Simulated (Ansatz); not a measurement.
`F[Si](Cl)(Cl)O[SiH3]` → `O[SiH](F)[SiH](Cl)Cl`  (isomerisation)

Program: Ansatz. Geometries: PBE0-D4/def2-TZVP. ΔE: electronic, gas phase. CCSD(T)/CBS adds triple-zeta CCSD(T) − MP2 to the extrapolated MP2 energy (def2 sets, frozen cores). Functionals use def2-TZVPP. One conformer a species, not always the lowest.

**Question.** Is it downhill or uphill in electronic energy at CCSD(T)/CBS, and by how much? (An estimate is asked.)

**Answer.** The calculation gave: Uphill: ΔE = +132.1 kJ/mol.

**Question.** What do these levels give: ωB97X-V, B2PLYP, revPBE, LC-ωPBE, RPA@PBE/def2-TZVPP, HF/CBS(def2)? (An estimate is asked.)

**Answer.** Computed: ωB97X-V 128.6, B2PLYP 133.9, revPBE 98.8, LC-ωPBE 124.1, RPA@PBE/def2-TZVPP 135.6, HF/CBS(def2) 162.6 kJ/mol.

Largest T1 diagnostic among the species: 0.011.

From PBE to PBE0 (25 % exact exchange), in def2-TZVPP and without D4, ΔE moves by +13.2 kJ/mol. Leaving LDA and LC-ωPBE aside and taking each functional with its dispersion term where it has one, the values, not all of them listed here, spread over 41.1 kJ/mol, from PBE-D4 to BHLYP-D4. LDA lies +7.3 kJ/mol from PBE without D4. In def2-TZVPP, CCSD(T) changes the Hartree–Fock value by −23.6 kJ/mol (the triples alone add −3.9 kJ/mol) and MP2 by −19.0 kJ/mol.
